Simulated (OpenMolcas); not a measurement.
A run on Cu3+ among 5 point charges of -2.6 e arranged as a square pyramid (C4v), 1.68 Å from the ion, with the axial distance 1.579 Å.

```
Program             : OpenMolcas
Method              : SS-CASPT2, IPEA 0.25 Eh, imaginary shift 0.1 Eh (closed shells correlated: 3s 3p)
Basis               : ANO-RCC-VDZP [5s4p2d1f]
Scalar Hamiltonian  : DKH2, point nucleus
Active space        : 8 electrons in 5 orbitals (3d)
State averaging     : 2S+1 = 3 even, 10 roots; 2S+1 = 1 even, 15 roots
Spin-orbit coupling : RASSI with atomic mean-field integrals over the reference wave functions
```

First CASPT2 step and the start of its output:

```
&CASPT2
Multistate=10 1 2 3 4 5 6 7 8 9 10
NoMult
Frozen=5
IPEA=0.25
Imaginary=0.1
MaxIter=60
WThr=0.0 0.3 0.05
PrWF=0.5
NoMix
```

```
--- CASPT2 ---
Orbital specifications:
      -----------------------

      Symmetry species                           1
                                                 a
      Frozen orbitals                            5
      Inactive orbitals                          4
      Active orbitals                            5
      Secondary orbitals                        20
      Deleted orbitals                           0
      Number of basis functions                 34
Type of calculation                        SS-CASPT2
      Fock operator                              state-specific
      IPEA shift                                 0.25
      Real shift                                 0.00
      Imaginary shift                            0.10
      The input orbitals will be transformed to quasi-canonical
Reference energy:       -1663.6028744573
      E2 (Non-variational):      -0.5343456553
      Shift correction:          -0.0058476957
      E2 (Variational):          -0.5401933509
      Total energy:           -1664.1430678083
      Residual norm:              0.0000000251
      Reference weight:           0.76939
      Contributions to the CASPT2 correlation energy
      Active & Virtual Only:         -0.3024954095
      One Inactive Excited:          -0.1719546441
      Two Inactive Excited:          -0.0598956016
Reference energy:       -1663.5804376123
      E2 (Non-variational):      -0.5358585303
      Shift correction:          -0.0061987082
      E2 (Variational):          -0.5420572385
      Total energy:           -1664.1224948509
      Residual norm:              0.0000000819
      Reference weight:           0.77072
      Contributions to the CASPT2 correlation energy
      Active & Virtual Only:         -0.3056224697
...
```

Over all roots the printed reference weights run from 0.31 to 0.84, and roots that are degenerate in the reference spread by up to 0.02 cm-1.

Task: Did the run give usable levels, and if not, why?

Result: No. The equations converged, but the reference weight falls to 0.31 for at least one root against 0.84 for the best. A drop of that size marks an intruder state, so the energies of such roots and the levels built on them can't be trusted.
